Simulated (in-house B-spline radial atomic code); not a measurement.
Results of a calculation; reference values are marked as such.
# Building a PAW s channel for Sb, r_c = 2.36 bohr

Sb, [Kr] 4d10 5s2 5p3, non-relativistic LDA (VWN5), spherical and spin-unpolarised, from a B-spline radial code for spherical atoms (atomic units; all potentials screened as in the neutral atom).

Two all-electron partial waves φ1, φ2 are integrated outwards at E1 = ε(5s) = -0.445603 and E2 = E1 + 1 hartree; φ1 is the bound orbital and φ2 has unit norm inside r_c = 2.3617 bohr. Smooth partners are polynomials, r^1(a0 + a1 r² + a2 r⁴ + a3 r⁶), matched to φ and three derivatives at r_c, with no condition on the norm. The local potential is -5.56165 + (2.45543) r² + (-0.453999) r⁴ + (0.0309177) r⁶ inside 1.9379 bohr and the all-electron one outside.

```json
{"wave": "1", "φ(r_c)": "0.6983217", "φ'(r_c)": "-0.2436781", "a0": "0.6084425", "a1": "-0.05331122", "a2": "-0.002374818", "a3": "0.0003370092"}
{"wave": "2", "φ(r_c)": "0.03366957", "φ'(r_c)": "-1.983643", "a0": "1.758263", "a1": "-0.4499347", "a2": "0.02527069", "a3": "-0.0001185907"}
```

Inside r_c the overlaps are <φi φj> = [[0.58012, 0.68851], [0.68851, 1.00000]] and, for the smooth waves, [[0.79705, 1.22768], [1.22768, 2.32884]]. With χj = (Ej − T − V_local) applied to smooth wave j, the program's quadrature gives the matrix B_ij = <smooth i, χj> as [[0.97128, 2.68526], [2.14609, 6.03203]].

(1) Check the match of the first wave, and find the augmentation charges q_ij.

(2) B isn't symmetric. Show that D_ij = B_ij + Ej q_ij is.

Solving (T + V_local + Σ p D p) ψ = E (1 + Σ p q p) ψ in a sphere of 9 bohr gives these levels:

| all-electron | one projector | two projectors |
| --- | --- | --- |
| -0.445594 | -0.445594 | -4.247960 |
| 0.028741 | -0.070237 | -0.445594 |
| 0.346022 | 0.043657 | 0.028739 |
| 0.832790 | 0.361959 | 0.346021 |
| 1.474250 | 0.854076 | 0.832783 |

(3) What does the second projector gain?

Answers

(1) At r_c the four terms are 1.43696, -0.70225, -0.17448, 0.13811, which sum to 0.6983, φ1(r_c) to rounding. q_ij is the all-electron overlap less the smooth one: [[-0.21694, -0.53917], [-0.53917, -1.32884]]. The smooth first wave has a norm of 0.7971 inside r_c against 0.5801, so q11 is negative and must stay small enough for the overlap operator to be positive.

(2) Integrating by parts gives B12 − B21 = (E1 − E2) q12: 2.68526 − (2.14609) = 0.53917, and −1 × (-0.53917) = 0.53917. So D12 = 2.68526 + (0.554397)(-0.53917) = 2.38634 and D21 = 2.14609 + (-0.445603)(-0.53917) = 2.38635; D11 = 1.06794, D22 = 5.29533. The projectors, p = (B⁻¹)ᵀ χ, are dual to the smooth waves; det B = 0.096.

(3) With one projector the errors are 0.00 millihartree, and the level at -0.0702 is out of step with the all-electron series: an extra state, or one far too low, so the pairing ends there; skipping it, the next levels are off by +14.9, +15.9, +21.3 millihartree. With two a ghost lies below the reference level, so the set fails. The lowest eigenvalue of the overlap operator is 0.463 with one and 0.01716 with two projectors. The smooth orbital alone needs a cutoff of 3.18 hartree for 1 millihartree of kinetic energy, against 10.6 for a norm-conserving Troullier-Martins orbital of the same radius, which is no gain while the set fails.
